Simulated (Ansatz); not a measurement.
Geometry optimisation of the cluster Cu2Te2.

```yaml
crystal:
  periodic: [false, false, false]
  atoms:
    - {symbol: Cu, position_ang: [0.923070, -0.904920, 0.047080]}
    - {symbol: Cu, position_ang: [-0.922340, 0.906000, -0.015440]}
    - {symbol: Te, position_ang: [-1.546040, -1.575460, 0.018860]}
    - {symbol: Te, position_ang: [1.545310, 1.574370, -0.050500]}
basis:
  gaussian: {orbitals: def2-SVP}
hamiltonian: {xc: pbe, dispersion: d4}
scf: {lower_state_search: "off"}
output: {orbitals: {seedname: orbitals}}
relax: {f_tol: 0.02, max_steps: 100}
```

```sh
$ ansatz run in.yaml --threads 4 --pin off --events-out ev --progress --plain --max-ram 4787MiB
```

It prints (some lines left out):

```
Functional definition: PBE
mean field -103844.03781359 eV, -3816.1980016326 hartree, gradient 1.1e-6 eV, S^2 0.000000; 0 other end points of the search recorded, 0 dependent functions left out
relax step   1: F+E_penalty+E_count = -103844.27339100 eV  Δ(F+E_penalty+E_count) = +0.000e0 eV  max|allowed force component| = 7.003e-1 eV/Å  Δτ_max = 0.0000 Å  (68 SCF iters, accepted)
mean field -103844.25772436 eV, -3816.2060832042 hartree, gradient 2.8e-6 eV, S^2 0.000000; 0 other end points of the search recorded, 0 dependent functions left out
relax step   2: F+E_penalty+E_count = -103844.49695561 eV  Δ(F+E_penalty+E_count) = -2.236e-1 eV  max|allowed force component| = 2.415e-1 eV/Å  Δτ_max = 0.1326 Å  (44 SCF iters, accepted)
mean field -103844.37418157 eV, -3816.2103629276 hartree, gradient 1.4e-6 eV, S^2 0.000000; 0 other end points of the search recorded, 0 dependent functions left out
relax step   3: F+E_penalty+E_count = -103844.61624151 eV  Δ(F+E_penalty+E_count) = -1.193e-1 eV  max|allowed force component| = 3.694e-1 eV/Å  Δτ_max = 0.1914 Å  (33 SCF iters, accepted)
mean field -103844.42517583 eV, -3816.2122369322 hartree, gradient 1.9e-6 eV, S^2 0.000000; 0 other end points of the search recorded, 0 dependent functions left out
relax step   4: F+E_penalty+E_count = -103844.67401238 eV  Δ(F+E_penalty+E_count) = -5.777e-2 eV  max|allowed force component| = 1.659e-1 eV/Å  Δτ_max = 0.1940 Å  (28 SCF iters, accepted)
mean field -103844.43318195 eV, -3816.2125311517 hartree, gradient 2.5e-6 eV, S^2 0.000000; 0 other end points of the search recorded, 0 dependent functions left out
relax step   5: F+E_penalty+E_count = -103844.68265799 eV  Δ(F+E_penalty+E_count) = -8.646e-3 eV  max|allowed force component| = 8.274e-2 eV/Å  Δτ_max = 0.0215 Å  (24 SCF iters, accepted)
mean field -103844.43690121 eV, -3816.2126678319 hartree, gradient 1.8e-6 eV, S^2 0.000000; 0 other end points of the search recorded, 0 dependent functions left out
relax step   6: F+E_penalty+E_count = -103844.68666227 eV  Δ(F+E_penalty+E_count) = -4.004e-3 eV  max|allowed force component| = 1.049e-2 eV/Å  Δτ_max = 0.0282 Å  (24 SCF iters, accepted)
Total energy: -103844.68670856 eV, -3816.2218480826 hartree
Atom 0 at     0.906272    -0.879575     0.454839 Å, force     0.010489    -0.010156    -0.002356 eV/Å
Atom 1 at    -0.911519     0.903434     0.393436 Å, force    -0.010389     0.010070    -0.003055 eV/Å
Atom 2 at    -1.341025    -1.380780    -0.393927 Å, force    -0.002945    -0.002821     0.002747 eV/Å
Atom 3 at     1.346271     1.356911    -0.454348 Å, force     0.002845     0.002907     0.002663 eV/Å
Dipole moment:    -0.002408     0.010947     0.389136 e Å
Checks for a lower state left out: stability, starts, cluster_reference, orbital_swaps, neighbouring_geometries, increment
```

It took 7 s on 4 threads of INTEL XEON PLATINUM 8581C on a shared host.

In the def2 sets Te takes a core potential; there is no spin–orbit coupling. The relaxation made no stability test and no search for a lower SCF solution. No other spin state of charge 0 was run. The structure comes from a short search, and lower isomers may exist.
